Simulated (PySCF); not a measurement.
Method: r2SCAN in PySCF with I def2-TZVP with ECP28, H def2-TZVP; scalar-relativistic core potentials, no spin–orbit coupling; density-fitted integrals.

```xyz
4
charge 0 multiplicity 1, angstrom
I     0.0000    0.0000   -0.0169
H     0.0000    0.0000    1.6084
H     1.8228    0.0000    0.2616
H    -1.8228    0.0000    0.2616
```

IH3 (singlet), along the line from I1 (at 0) through H2 (at 1.625 Å). Core electrons replaced by a potential are absent, the electrostatic potential uses the reduced nuclear charge, and values within about 0.7 Å of such atoms have no physical meaning.

Question: Tabulate the fields along this line at 0.81, 0.98, 1.14, 1.30, 1.46, 1.71, 1.87, 2.03, 2.19, 2.36, 2.52 Å.

Answer: 
```
distance (Å)  electron density (e/Å³)  electron localisation function  electrostatic potential (V)
        0.81                     1.41                           0.235                         39.8
        0.98                     1.08                           0.621                         23.8
        1.14                     1.09                            0.93                         18.3
        1.30                     1.28                            0.99                         24.7
        1.46                     1.73                           0.999                         63.8
        1.71                     1.87                               1                          151
        1.87                    0.883                           0.999                         35.3
        2.03                    0.409                           0.998                         14.9
        2.19                    0.195                           0.996                         7.63
        2.36                   0.0944                           0.993                         4.43
        2.52                   0.0475                            0.99                         2.85
```

On a grid of 0.08 Å the density has a local minimum along the bond near 1.06 Å from I, at 1.06 e/Å³, where the ELF is 0.82.
